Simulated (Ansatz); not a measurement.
Total energies of BeF2 (the lowest singlet isomer of a short search) from Ansatz at r2SCAN-D4/def2-TZVP, gas phase (1 Eh = 27.2114 eV = 2625.5 kJ/mol). The reference geometry is relaxed at PBE0-D4/def2-TZVP.

```
atom   x (Å)   y (Å)   z (Å)
 Be1   0.000   0.002  -0.002
  F2  -0.798  -0.823  -0.764
  F3   0.799   0.821   0.766
```

| state | geometry | energy (Eh) |
| --- | --- | --- |
| charge 0 singlet | reference | -214.58989 |
| charge 1 doublet | reference | -214.05896 |
| charge 0 triplet | relaxed at PBE0-D4/def2-TZVP | -214.35990 |
| charge 0 quintet | relaxed at PBE0-D4/def2-TZVP | -214.02996 |
| free Be atom (singlet) | – | -14.64790 |
| free F atom (doublet) | – | -99.72763 |

Question: Work out the vertical ionisation energy to the doublet.

Answer: E(charge 1 doublet) − E(charge 0 singlet) = -214.05896 − (-214.58989) = 0.53093 Eh = 14.45 eV. For comparison, −ε of the highest occupied level is 10.17 eV at this level, 4.28 eV less.

Question: Which of the charge 0 states is lowest, and how far above it are the others?

Answer: The singlet. triplet: -214.35990 − (-214.58989) = 0.22999 Eh = 603.8 kJ/mol; quintet: -214.02996 − (-214.58989) = 0.55993 Eh = 1470.1 kJ/mol. The quintet has fallen apart, so its energy is that of loose fragments and no spin gap. The quintet differs in its bonds from the reference.

Question: What is the binding energy per atom against free atoms?

Answer: Atoms: 1 × (-14.64790) + 2 × (-99.72763) = -214.10316 Eh. Binding: -214.10316 − (-214.58989) = 0.48673 Eh = 13.24 eV, or 4.41 eV for each of 3 atoms (no zero-point energy, no counterpoise term).

The structure comes from a short search, and lower isomers may exist.
